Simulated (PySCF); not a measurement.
**SnI: from constants to spectrum**

PBE0 constants of SnI, ²Π (doublet), unpaired electrons π ↑ (PySCF, scalar-relativistic core potentials, basis sets Sn cc-pVTZ-PP with ECP28, I cc-pVTZ-PP with ECP28; masses 119.9022 and 126.9045 u):

```
ωe           : 196.6 cm⁻¹
ωexe         : 0.369 cm⁻¹
Be           : 0.03689 cm⁻¹
αe           : 9.7e-05 cm⁻¹
De to Sn + I : 3.07 eV
```

**Question.** What force constant and bond length do these constants imply?

**Answer.** Reduced mass μred = 61.652 u; k = 5.8918×10⁻⁷·μred·ωe² (u, cm⁻¹, mdyn/Å) = 1.40 mdyn/Å; Re = √(16.8576/(μred·Be)) (u, cm⁻¹, Å) = 2.723 Å.

**Question.** Estimate the centrifugal constant D from the Kratzer relation and find the Dunham coefficient a1.

**Answer.** D = 4Be³/ωe² = 5.2e-09 cm⁻¹; a1 = −1 − αeωe/(6Be²) = -3.34.

Spin–orbit coupling is left out, which matters for elements this heavy, above all for dissociation energies. The state is the lowest determinant that a PBE0 search found; another state may lie lower at other levels.
